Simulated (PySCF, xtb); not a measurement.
Si(H)2(OH)(PH2) (H₅OPSi), SMILES O[SiH2]P.

Geometry optimised at TPSSh-D3(BJ)/def2-TZVP. One conformer was computed; it need not be the lowest.

Level of theory: C-PCM-B3LYP/def2-SVP run with PySCF.

The values are the electrostatic part of the solvation free energy, E(continuum) − E(gas) at the gas-phase geometry, in a cavity of scaled van der Waals radii (PySCF's table); cavitation and dispersion terms are not included. In vacuum the orbital gap is 7.54 eV. The dipole moment in vacuum is 1.63 D.

```json
[
 {"solvent": "water", "ε": "78.36", "ΔG(elec) (kcal/mol)": "-4.7", "dipole (D)": "2.18", "gap (eV)": "7.73"},
 {"solvent": "chloroform", "ε": "4.71", "ΔG(elec) (kcal/mol)": "-3.6", "dipole (D)": "2.04", "gap (eV)": "7.69"},
 {"solvent": "benzene", "ε": "2.27", "ΔG(elec) (kcal/mol)": "?", "dipole (D)": "?", "gap (eV)": "?"}
]
```

Problem. Complete the blanks. (An estimate is asked for; the answer gives what the named calculation found.)

Solution. 
- benzene, ΔG(elec) (kcal/mol): -2.5
- benzene, dipole (D): 1.90
- benzene, gap (eV): 7.65

For comparison, GFN2-xTB/ALPB(water) (xtb, at the GFN2-xTB geometry, all terms of that model) gives -4.0 kcal/mol.
